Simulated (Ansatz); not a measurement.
`C[NH][GeH2][CH3]`, relaxed with RKS PBE-D4/def2-SVP in the Gaussian-basis code of Ansatz from a rough embedded geometry. The force threshold is 0.03 eV/Å; the program also tests the step.

Charge 0, multiplicity 1.

Start:

```xyz
13

C    -0.122    1.561   -0.865
N     0.617    1.236    0.338
Ge    0.905   -0.582    0.315
C    -0.778   -1.612    0.493
H    -0.293    2.725   -0.859
H     0.503    1.391   -1.787
H    -1.090    1.096   -0.943
H     0.001    1.411    1.117
H     1.920   -1.009    1.452
H     1.566   -1.033   -1.048
H    -1.429   -1.342   -0.291
H    -1.229   -1.247    1.481
H    -0.570   -2.594    0.597
```

Q: By how much does the energy fall, and how many steps does the optimiser take? (Best estimate.)

A: Computed: 14.03 kcal/mol, in 5 steps.

Q: Which bonds change most? (Best estimate.)

A: Ansatz gave: C4–H13 from 1.009 to 1.109 Å; C1–H5 from 1.176 to 1.112 Å; C4–H11 from 1.054 to 1.108 Å; C1–H7 from 1.077 to 1.121 Å.

Q: Give the relaxed structure. (Best estimate.)

A: The calculation gave: 
```xyz
13

C    -0.159    1.725   -0.890
N     0.591    1.173    0.226
Ge    0.880   -0.656    0.352
C    -0.762   -1.742    0.526
H    -0.048    2.831   -0.928
H     0.251    1.334   -1.847
H    -1.258    1.505   -0.898
H     0.333    1.603    1.119
H     1.784   -0.842    1.603
H     1.633   -1.063   -0.947
H    -1.427   -1.587   -0.346
H    -1.315   -1.463    1.445
H    -0.503   -2.819    0.584
```
